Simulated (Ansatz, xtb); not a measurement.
## Ranking isomers of C3H9ClGe

5 gas-phase structures of C3H9ClGe, from a drawn sample of its isomers (lower ones may exist). Each was relaxed with GFN2-xTB; where two conformers were screened, the lower at r2SCAN-D4/def2-SVP is listed:

A. `ClCC[CH2][GeH3]`, a singlet
B. `CC[C@@H](Cl)[GeH3]`, a singlet
C. `C[C@@H]([GeH3])CCl`, a singlet
D. `C[C@@H](Cl)[CH2][GeH3]`, a singlet
E. `C[C](C)(Cl)[GeH3]`, a singlet

Which do you expect lowest at r2SCAN-D4/def2-SVP, and how would the others follow?

Calculated order at r2SCAN-D4/def2-SVP: E (0.0), D (0.6), A (2.6), B (2.7), C (4.3) kcal/mol. Less than 1 kcal/mol parts E and D; A and B, so the order within those pairs means little.

Energies above the lowest of each column, in kcal/mol; the last columns are at B3LYP-D3(BJ)/def2-SVP geometries:

| structure | GFN2-xTB | HF/STO-3G | r2SCAN-D4/def2-SVP | B3LYP-D3(BJ)/def2-SVP | CCSD(T)/def2-SVP + ΔMP2/def2-TZVPP |
| --- | --- | --- | --- | --- | --- |
| E | 1.0 | 1.2 | 0.0 | 1.2 | 0.9 |
| D | 0.0 | 0.0 | 0.6 | 0.0 | 0.0 |
| A | 5.7 | 1.6 | 2.6 | 2.9 | 2.9 |
| B | 3.6 | 1.3 | 2.7 | 3.1 | 3.6 |
| C | 3.7 | 4.3 | 4.3 | 2.9 | 3.0 |

CCSD(T)/def2-SVP + ΔMP2/def2-TZVPP has D and E within 1 kcal/mol of each other at the bottom, and every level picks one of them. CCSD(T)/def2-SVP + ΔMP2/def2-TZVPP orders those it was run on as D (0.0), E (0.9), A (2.9), C (3.0), B (3.6) kcal/mol. Less than 1 kcal/mol parts D and E; A and C; C and B, so the order within those pairs means little. Flexible structures stand in one conformer each, not always the lowest. ΔMP2 is the change of the MP2 energy from the smaller to the larger basis.

Over these structures GFN2-xTB departs from r2SCAN-D4/def2-SVP by 1.1 kcal/mol on average once a common shift is removed. A GFN2-xTB relaxation took about 0.44 s and the r2SCAN-D4/def2-SVP energy about 7.5 s on a shared host (Ansatz 0.2.0, xtb 6.7.1).
